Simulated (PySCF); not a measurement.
BH2O2, SMILES O[B]O (connectivity only; charge and spin as stated), charge +1, multiplicity 1.

Geometry optimised at B3LYP-D3(BJ)/def2-TZVP. The spin state was assumed, not searched. The isomer is the one that the SMILES or the coordinates give; other isomers of the formula were not compared. The values are those of a single conformer.

Computed with TDDFT-ωB97X/def2-SVPD run with PySCF.

Vertical excitations. Isolated molecule, no solvent. State labels are in the subgroup C2.

Computed excitation energies, oscillator strengths and character:
```json
[
 {"state": "S1", "symmetry": "A", "energy (eV)": "10.08", "λ (nm)": "123", "f": "0.000", "main pairs": "HOMO−1→LUMO+2 46 %, HOMO→LUMO+1 33 %, HOMO−1→LUMO 19 %"},
 {"state": "S2", "symmetry": "B", "energy (eV)": "10.25", "λ (nm)": "121", "f": "0.004", "main pairs": "HOMO−1→LUMO+1 40 %, HOMO→LUMO+2 30 %, HOMO→LUMO 27 %"},
 {"state": "S3", "symmetry": "A", "energy (eV)": "10.28", "λ (nm)": "121", "f": "0.000", "main pairs": "HOMO→LUMO+1 61 %, HOMO−1→LUMO 26 %, HOMO−1→LUMO+2 11 %"},
 {"state": "S4", "symmetry": "B", "energy (eV)": "10.59", "λ (nm)": "117", "f": "0.002", "main pairs": "HOMO→LUMO 64 %, HOMO→LUMO+2 20 %"},
 {"state": "S5", "symmetry": "A", "energy (eV)": "10.67", "λ (nm)": "116", "f": "0.003", "main pairs": "HOMO−1→LUMO 48 %, HOMO−1→LUMO+2 40 %"},
 {"state": "S6", "symmetry": "B", "energy (eV)": "11.75", "λ (nm)": "106", "f": "0.035", "main pairs": "HOMO−2→LUMO+2 52 %, HOMO−2→LUMO 31 %, HOMO−3→LUMO+1 9 %"},
 {"state": "S7", "symmetry": "B", "energy (eV)": "11.93", "λ (nm)": "104", "f": "0.018", "main pairs": "HOMO−3→LUMO+1 85 %"},
 {"state": "S8", "symmetry": "A", "energy (eV)": "11.98", "λ (nm)": "104", "f": "0.033", "main pairs": "HOMO−2→LUMO+1 49 %, HOMO−3→LUMO+2 35 %, HOMO−3→LUMO 13 %"},
 {"state": "S9", "symmetry": "B", "energy (eV)": "12.09", "λ (nm)": "103", "f": "0.162", "main pairs": "HOMO−2→LUMO+2 32 %, HOMO−2→LUMO 29 %, HOMO−1→LUMO+3 16 %, HOMO→LUMO+2 11 %"},
 {"state": "S10", "symmetry": "A", "energy (eV)": "12.21", "λ (nm)": "102", "f": "0.108", "main pairs": "HOMO−3→LUMO 57 %, HOMO→LUMO+3 23 %, HOMO−3→LUMO+2 14 %"},
 {"state": "T1", "symmetry": "B", "energy (eV)": "9.44", "λ (nm)": "131", "f": "0", "main pairs": "HOMO→LUMO+2 48 %, HOMO−1→LUMO+1 37 %, HOMO→LUMO 12 %"},
 {"state": "T2", "symmetry": "A", "energy (eV)": "9.69", "λ (nm)": "128", "f": "0", "main pairs": "HOMO→LUMO+1 42 %, HOMO−1→LUMO+2 37 %, HOMO−1→LUMO 15 %"},
 {"state": "T3", "symmetry": "B", "energy (eV)": "9.76", "λ (nm)": "127", "f": "0", "main pairs": "HOMO−1→LUMO+1 59 %, HOMO→LUMO+2 28 %, HOMO→LUMO 10 %"},
 {"state": "T4", "symmetry": "A", "energy (eV)": "10.02", "λ (nm)": "124", "f": "0", "main pairs": "HOMO→LUMO+1 50 %, HOMO−1→LUMO 27 %, HOMO−1→LUMO+2 19 %"}
]
```
Triplets are in the Tamm–Dancoff approximation, which puts them higher than full response would, so one can lie above its singlet here.
